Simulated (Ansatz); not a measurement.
`O[SiH2]O[SiH]1C=C1` + `N[Si](O)(O)O` → `O[SiH2]N[Si](O)(O)O` + `O[SiH]1C=C1`  (ligand exchange at the Si–O bond)

Program: Ansatz. Geometries: PBE0-D4/def2-TZVP. ΔE: electronic, gas phase. CCSD(T)/CBS is the MP2 limit (def2-TZVPP, def2-QZVPP) plus CCSD(T) − MP2 in def2-TZVPP, frozen cores. Functionals use def2-TZVPP. B3LYP here is the variant with VWN-RPA as its local correlation; programs differ in this. Each species was taken in one conformer, which may not be the lowest.

Is it downhill or uphill in electronic energy at CCSD(T)/CBS, and by how much? (An estimate is asked.)

Ansatz gave: Uphill: ΔE = +42.3 kJ/mol.

What do these levels give: r2SCAN-D4, PBE0-D4, B3LYP-D4, r2SCAN, B3LYP, MP2/def2-TZVPP, CCSD/def2-TZVPP, HF/def2-QZVPP, SCS-MP2/def2-QZVPP, HF/CBS(def2), MP2/CBS(def2), CCSD/CBS(def2)? (Estimate.)

The calculation gave: r2SCAN-D4 40.9, PBE0-D4 37.8, B3LYP-D4 43.2, r2SCAN 41.8, B3LYP 48.9, MP2/def2-TZVPP 40.8, CCSD/def2-TZVPP 44.0, HF/def2-QZVPP 59.5, SCS-MP2/def2-QZVPP 45.6, HF/CBS(def2) 59.7, MP2/CBS(def2) 42.0, CCSD/CBS(def2) 45.2 kJ/mol.

Largest T1 diagnostic among the species: 0.012.

In def2-TZVPP, CCSD(T) changes the Hartree–Fock value by −16.7 kJ/mol (the triples alone add −2.9 kJ/mol) and MP2 by −17.0 kJ/mol. The D4 term adds −5.7 kJ/mol with B3LYP and −3.1 kJ/mol with PBE0; it sums over pairs of atoms, weighted by their polarisabilities, and B3LYP, whose exchange is more repulsive, gets the larger term.
